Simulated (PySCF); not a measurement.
M06-2X on Cs⁻ (caesium, charge -1), [Xe] 6s2, closed-shell 1S. All numbers are calculated (PySCF 2.14, scalar relativity by spin-free X2C-1e, in aug-cc-pwCVTZ-X2C (11s10p8d4f, 109 functions)).

```
cycle= 1 E= -7786.83613122962  delta_E= -0.00897  |g|= 0.029  |ddm|=  1.6
cycle= 2 E= -7786.83651663798  delta_E= -0.000385  |g|= 0.0188  |ddm|= 3.93
cycle= 3 E= -7786.83661657003  delta_E= -9.99e-05  |g|= 0.0015  |ddm|= 0.502
cycle= 4 E= -7786.83662812961  delta_E= -1.16e-05  |g|= 0.000928  |ddm|= 0.422
cycle= 5 E= -7786.83663544888  delta_E= -7.32e-06  |g|= 0.00046  |ddm|= 0.304
cycle= 6 E= -7786.8366396604  delta_E= -4.21e-06  |g|= 0.000194  |ddm|= 0.184
cycle= 7 E= -7786.8366410993  delta_E= -1.44e-06  |g|= 3.11e-05  |ddm|= 0.0891
cycle= 8 E= -7786.83664112761  delta_E= -2.83e-08  |g|= 7.02e-06  |ddm|= 0.0136
cycle= 9 E= -7786.83664112863  delta_E= -1.01e-09  |g|= 1.66e-06  |ddm|= 0.00119
cycle= 10 E= -7786.83664112869  delta_E= -6.55e-11  |g|= 6.7e-08  |ddm|= 0.000714
converged SCF energy = -7786.83664112869  <S^2> = -3.1974423e-14  2S+1 = 1
```

Highest occupied orbital energy: 0.056 eV; ⟨L²⟩ = 0.00; populations by l: s 12.00, p 24.00, d 20.00, f 0.00.

Q: Can this result be used?

A: With care. The run converged. Spin-orbit coupling, which splits the p, d and f shells strongly at this Z, is absent. At M06-2X the highest occupied level has a positive energy, so only the finite basis holds that electron; in a semilocal or global hybrid functional this comes from self-interaction and does not mean that the real anion is unbound.
